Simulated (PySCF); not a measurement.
Molfile (atoms numbered from 1):
```
C5H8F3N
     RDKit          3D

 17 16  0  0  0  0  0  0  0  0999 V2000
    2.2649    0.6538   -0.4112 C   0  0  0  0  0  0  0  0  0  0  0  0
    0.8826    0.2282   -0.3426 N   0  0  0  0  0  0  0  0  0  0  0  0
    0.6287   -0.6938    0.7443 C   0  0  0  0  0  0  0  0  0  0  0  0
   -0.8602   -1.0662    0.7905 C   0  0  0  0  0  0  0  0  0  0  0  0
   -1.6943    0.1480    1.0296 C   0  0  0  0  0  0  0  0  0  0  0  0
   -1.6795    0.6238    2.2892 F   0  0  0  0  0  0  0  0  0  0  0  0
   -2.3878    0.7991    0.1065 C   0  0  0  0  0  0  0  0  0  0  0  0
   -2.4682    0.3863   -1.1556 F   0  0  0  0  0  0  0  0  0  0  0  0
   -3.1136    1.8927    0.2870 F   0  0  0  0  0  0  0  0  0  0  0  0
    2.5063    1.2041    0.4985 H   0  0  0  0  0  0  0  0  0  0  0  0
    2.3867    1.3200   -1.2623 H   0  0  0  0  0  0  0  0  0  0  0  0
    2.9763   -0.1807   -0.5084 H   0  0  0  0  0  0  0  0  0  0  0  0
    0.6087   -0.1946   -1.2255 H   0  0  0  0  0  0  0  0  0  0  0  0
    1.2239   -1.6222    0.6713 H   0  0  0  0  0  0  0  0  0  0  0  0
    0.9060   -0.1900    1.6757 H   0  0  0  0  0  0  0  0  0  0  0  0
   -1.1605   -1.5238   -0.1523 H   0  0  0  0  0  0  0  0  0  0  0  0
   -1.0272   -1.7729    1.6050 H   0  0  0  0  0  0  0  0  0  0  0  0
  1  2  1  0
  2  3  1  0
  3  4  1  0
  4  5  1  0
  5  6  1  0
  5  7  2  3
  7  8  1  0
  7  9  1  0
  1 10  1  0
  1 11  1  0
  1 12  1  0
  2 13  1  0
  3 14  1  0
  3 15  1  0
  4 16  1  0
  4 17  1  0
M  END
```

Geometry: GFN2-xTB; GIAO shifts from PySCF 2.14, gas phase, non-relativistic, averaged over equivalent atoms.

At CAM-B3LYP/ANO-RCC-VDZP (166 basis functions, 64 s wall time on 1 thread of an Arm Neoverse V2, shared host):
```tsv
atoms	δ (ppm)
C7	163.4
C5	135.0
C3	51.0
C1	37.4
C4	31.4
N2	54.6
F9	-112.5
F8	-132.9
F6	-188.1
H14/H15	2.73
H10/H11/H12	2.54
H16/H17	2.25
H13	-0.34
```

Referencing at the same level of theory: ¹³C (σref 188.81) and ¹H (σref 31.82) vs TMS; NH3 for ¹⁵N (σref 276.46); ¹⁹F (σref 190.36) vs CFCl3.

What do these become at X3LYP/6-311G**?

Answers


| atoms | δ at X3LYP/6-311G** | change |
| --- | --- | --- |
| C7 | 167.7 | +4.3 |
| C5 | 137.9 | +2.9 |
| C3 | 54.5 | +3.5 |
| C1 | 40.2 | +2.8 |
| C4 | 34.7 | +3.3 |
| N2 | 60.7 | +6.1 |
| F9 | -120.7 | -8.2 |
| F8 | -140.0 | -7.1 |
| F6 | -206.5 | -18.4 |
| H14/H15 | 2.86 | +0.13 |
| H10/H11/H12 | 2.67 | +0.13 |
| H16/H17 | 2.39 | +0.14 |
| H13 | -0.32 | +0.02 |

Referencing at the same level of theory: ¹³C (185.93 ppm) and ¹H (32.23 ppm) against TMS; ¹⁵N (273.77 ppm) vs NH3; ¹⁹F (160.77 ppm) vs CFCl3.

The largest change is at F6 (vinylic fluorine). Cost: 210 basis functions, 40 s wall time on 1 thread of an Arm Neoverse V2, shared host. The order of the carbon signals is the same at both levels.

Unscaled 19F shifts against computed CFCl3 carry errors that often reach 10 to 50 ppm. Experimental scales use liquid or dissolved standards, which lie at an offset from isolated NH3 (liquid NH3: subtract about 20 ppm).
